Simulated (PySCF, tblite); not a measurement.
Rigid-rotor lines calculated for a species of formula C4H12O2SSi2 (commonest isotopes; PBE0/pcSseg-1 in PySCF (dipole) on a GFN2-xTB geometry, gas phase), labelled J(Ka,Kc):

| transition | MHz |
| --- | --- |
| 1(1,1) ← 0(0,0) | 2267.0 |
| 2(1,1) ← 1(1,0) | 1844.0 |
| 2(0,2) ← 1(0,1) | 1801.1 |
| 1(0,1) ← 0(0,0) | 901.0 |
| 2(1,2) ← 1(1,1) | 1760.1 |

**Question.** Find the rotational constants.

**Answer.** 1(0,1) ← 0(0,0) is B + C, 2(1,1) ← 1(1,0) is 3B + C and 2(1,2) ← 1(1,1) is B + 3C, so B − C is half the difference of the last two, 42.0 MHz. 1(1,1) ← 0(0,0) is A + C. A = 1837.5, B = 471.5, C = 429.5 MHz.

**Question.** What moments of inertia, asymmetry and inertial defect follow?

**Answer.** I = 505379 MHz·u·Å² over each constant: Ia = 275.04, Ib = 1071.91, Ic = 1176.54 u·Å²; κ = (2B − A − C)/(A − C) = -0.940 (near-prolate asymmetric top); Δ = Ic − Ia − Ib = -170.40 u·Å².

**Question.** Which dipole components do these lines need?

**Answer.** μa and μb (a-type: ΔKa even, ΔKc odd; b-type: both odd). The calculation gives |μa| = 0.74 D, |μb| = 0.24 D, |μc| = 0.55 D.

**Question.** Predict further lines from these constants: 1(1,0) ← 0(0,0); 2(1,2) ← 2(0,2); 4(1,3) ← 4(0,4); 3(2,2) ← 3(1,3); 4(2,2) ← 3(2,1); 4(4,0) ← 3(3,0); 3(1,3) ← 3(0,3); 4(0,4) ← 3(0,3); 3(1,2) ← 2(1,1); 3(3,1) ← 3(2,1); 3(2,1) ← 2(2,0); 4(1,3) ← 3(1,2); 4(2,3) ← 4(1,3); 4(3,2) ← 4(2,2).

**Answer.** 
| transition | MHz | type | branch |
| --- | --- | --- | --- |
| 3(1,3) ← 3(0,3) | 1265 | c | Q |
| 2(1,2) ← 2(0,2) | 1325 | c | Q |
| 4(1,3) ← 4(0,4) | 1608 | b | Q |
| 1(1,0) ← 0(0,0) | 2309 | c | R |
| 3(2,1) ← 2(2,0) | 2707 | a | R |
| 3(1,2) ← 2(1,1) | 2765 | a | R |
| 4(0,4) ← 3(0,3) | 3595 | a | R |
| 4(2,2) ← 3(2,1) | 3613 | a | R |
| 4(1,3) ← 3(1,2) | 3686 | a | R |
| 4(2,3) ← 4(1,3) | 3953 | c | Q |
| 3(2,2) ← 3(1,3) | 4287 | b | Q |
| 4(3,2) ← 4(2,2) | 6924 | c | Q |
| 3(3,1) ← 3(2,1) | 6931 | c | Q |
| 4(4,0) ← 3(3,0) | 13313 | c | R |

**Question.** Which structure gave them?

**Answer.** `[C@H]1(C)[SiH2][C@@H]1O[Si@H](O)SC`, point group C1. Three constants can't fix a structure by themselves; this is the one that was computed:
```xyz
21
C4H12O2SSi2 angstrom
C      4.033   -0.833   -0.394
S      2.290   -1.155    0.016
Si     1.505    0.830   -0.239
O      1.999    1.486   -1.634
O     -0.099    0.751   -0.299
C     -0.979    0.138    0.595
Si    -2.189    1.202    1.589
C     -2.427    0.041    0.114
C     -3.098   -1.309    0.210
H      4.088   -0.272   -1.321
H      4.517   -1.797   -0.505
H      4.496   -0.274    0.412
H      2.056    1.699    0.786
H      1.474    1.383   -2.424
H     -0.559   -0.769    1.021
H     -2.554    0.714    2.906
H     -2.191    2.629    1.335
H     -2.572    0.510   -0.855
H     -4.169   -1.221    0.034
H     -2.684   -1.993   -0.531
H     -2.944   -1.743    1.195
```

The values belong to one conformer (point group C1) with, in the numbering `[CH3:1][S:2][Si@@H:3]([OH:4])[O:5][C@H:6]1[SiH2:7][C@@H:8]1[CH3:9]`, C1–S2–Si3–O4 48°, S2–Si3–O4–H 91°, S2–Si3–O5–C6 52°, Si3–O5–C6–Si7 115°. Its GFN2-xTB frequencies are all real (lowest 18 cm⁻¹). Zero-point vibration and centrifugal distortion are left out. A rigid rotor knows nothing of internal rotation, which can split or shift real lines.
